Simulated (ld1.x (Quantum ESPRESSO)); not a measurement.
# Before and after: TM potential for tin (Sn)

```json
{"Element": "Sn", "Generator": "ld1.x (Quantum ESPRESSO) 7.5", "Type": "norm-conserving Troullier–Martins (Kleinman–Bylander form)", "Functional": "PBEsol", "Relativity": "scalar-relativistic", "Frozen core": "[Kr] 4d10", "Valence charge": "4", "Reference configuration": "5s2 5p2", "Partial waves": "5s (bound): rc 1.55 bohr; 5p (bound): rc 2.55 bohr; 5d channel at -0.1 Ry: rc 2.45 bohr", "Local potential": "the d channel", "Core correction": "Bessel-smoothed model core inside 1.50 bohr"}
```

Change: wave 5d channel at -0.1 Ry: rc 2.45 bohr becomes 5d channel at -0.1 Ry: rc 2.14 bohr.

Cutoffs: the cutoffs (Ry, on a coarse ladder) from which the occupation-weighted sum of valence levels, in a spherical-Bessel basis at the reference potential, stays within 10 and 1 mRy of its value at 400 Ry; they do not see the model core or the augmentation charge, which bear on the density cutoff. Errors are all-electron minus pseudo energies relative to the spin-unpolarised reference configuration.

Problem. What does the change do?

Solution. The potential gets neither clearly harder nor softer (35 Ry and 100 Ry → 35 Ry and 100 Ry); both files keep a bound ghost (p, s); the number of tests that count goes from 7 to 6; of the 6 tests that both files solve, the error grows in 0 and shrinks in 4 by more than 15 % and 0.3 meV (median size 35.9 → 26.1 meV). Less of the atom is replaced, so other configurations are described better.

| quantity | base | changed |
| --- | --- | --- |
| cutoff, loose | 35 Ry | 35 Ry |
| cutoff, tight | 100 Ry | 100 Ry |
| loose cutoff by channel (10 mRy a level) | s 30 Ry, p 10 Ry | s 30 Ry, p 6 Ry |
| bound ghosts | s, p | s, p |
| tests counted (converged, no solver errors) | 7 of 7 | 6 of 7 |
| error for 5s2 5p1, meV [ΔE 6.90 eV] | -12 | -8.0 |
| error for 5s2 5p0, meV [ΔE 20.87 eV] | -72 | -53 |
| error for 5s1 5p2, meV [ΔE 14.58 eV] | -60 | -44 |
| error for 5s2 5p2.3, meV [ΔE -0.85 eV] | -0.1 | +0.1 |
| error for 5s2 5p1.5, meV [ΔE 2.63 eV] | -2.4 | -1.7 |
| error for 5s0 5p4, meV [ΔE 14.25 eV] | -101 | -90 |
| s: phases at 2.74 bohr within 0.05 rad from the reference energy up to (Ry; the scan ends near 5) | 0.4 | 0.0 |
| p: phases at 2.74 bohr within 0.05 rad from the reference energy up to (Ry; the scan ends near 5) | 3.0 | 3.9 |
| d: phases at 2.74 bohr within 0.05 rad from the reference energy up to (Ry; the scan ends near 5) | 0.3 | 0.1 |

Changed file: Tests not counted: 5s1 5p0 (solver errors, printed error -5.0 eV). A true bound ghost makes a file unfit for plane-wave use even where its test errors are small: the radial tests pick states by their node count and pass the ghost by. Where a test does run into it, the solver fails or the error is huge.
